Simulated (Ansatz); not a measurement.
CH$_{5}$BF$_{2}$OSi at its PBE0-D4/def2-TZVP geometry, where that method's forces vanish. Charge 0, multiplicity 1. The bonds changed during the relaxation, so this is another structure than the one it started from.

```xyz
11

O     1.5486   -0.2487    1.2734
C     0.7801    0.6782    0.7660
F     0.3567    1.4514    1.7222
F    -0.3216    1.9660   -1.0519
B     0.2918    0.7966   -0.6711
Si   -1.1404   -0.7388   -0.3085
H     1.9094   -0.7803    0.5502
H     1.0012    0.2110   -1.4619
H    -2.0369   -0.5177    0.8582
H    -1.9534   -0.7784   -1.5518
H    -0.4355   -2.0394   -0.1248
```

Problem. What forces (eV/Å) does B3LYP-D4/def2-TZVPP give on these atoms in Ansatz 0.2.0? (Best estimate.)

Solution. Ansatz gave: 
```
O1   0.197 -0.255  0.075
C2   0.031  0.085 -0.374
F3  -0.168  0.271  0.314
F4  -0.084  0.169 -0.062
B5   0.198 -0.202 -0.008
Si6 -0.214 -0.169 -0.034
H7   0.049 -0.044  0.035
H8  -0.061  0.084  0.059
H9   0.055 -0.013 -0.072
H10  0.037 -0.009  0.077
H11 -0.041  0.082 -0.010
```

B3LYP here is the variant with VWN-RPA as its local correlation; programs differ in this.
